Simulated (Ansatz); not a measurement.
Basis sets compared for (H2Al-mu-F)2 (Al2H4F2). Total charge 0; singlet. Geometry PBE0-D4/def2-SVP. Ansatz on 4 threads of Arm Neoverse V2 on a shared host; times are rough, and most runs start from earlier orbitals.

```xyz
8

Al    0.142    0.974    1.022
H     1.077    2.196    0.681
H    -0.657    0.693    2.351
F     0.928   -0.589    0.433
Al   -0.142   -0.974   -1.022
H    -1.077   -2.195   -0.679
H     0.657   -0.694   -2.352
F    -0.927    0.590   -0.433
```

B3LYP takes the VWN-RPA correlation.

Binding counts from free atoms (Al doublet, H doublet, F doublet) in the same basis, without a counterpoise term.

| level | functions | energy (Eh) | HOMO (eV) | LUMO (eV) | binding per atom (eV) | wall time |
| --- | --- | --- | --- | --- | --- | --- |
| HF/STO-3G | 32 | -676.6168 | -9.10 | 10.97 | 3.61 | 0.1 s |
| HF/6-31G | 52 | -685.1130 | -11.99 | 2.24 | 2.35 | 0.15 s |
| PBE-D4/def2-SVP | 84 | -686.3346 | -7.25 | -1.28 | 3.32 | 0.5 s |
| B3LYP-D4/6-31G | 52 | -687.0666 | -8.53 | -0.80 | 3.08 | 0.5 s |
| PBE0-D4/def2-SVP | 84 | -686.3920 | -8.61 | -0.46 | 3.28 | 0.6 s |

(1) Estimate the rows for HF/def2-TZVP, PBE-D4/def2-TZVP, B3LYP-D4/def2-TZVP, PBE0-D4/def2-TZVP.

## Answers

(1) 
```json
{"level": "HF/def2-TZVP", "functions": "160", "energy (Eh)": "-685.3377", "HOMO (eV)": "-11.93", "LUMO (eV)": "1.96", "binding per atom (eV)": "2.61", "wall time": "0.5 s"}
{"level": "PBE-D4/def2-TZVP", "functions": "160", "energy (Eh)": "-686.7537", "HOMO (eV)": "-7.30", "LUMO (eV)": "-1.55", "binding per atom (eV)": "3.27", "wall time": "0.95 s"}
{"level": "B3LYP-D4/def2-TZVP", "functions": "160", "energy (Eh)": "-687.2957", "HOMO (eV)": "-8.45", "LUMO (eV)": "-0.99", "binding per atom (eV)": "3.30", "wall time": "1.2 s"}
{"level": "PBE0-D4/def2-TZVP", "functions": "160", "energy (Eh)": "-686.8065", "HOMO (eV)": "-8.63", "LUMO (eV)": "-0.75", "binding per atom (eV)": "3.24", "wall time": "1.1 s"}
```
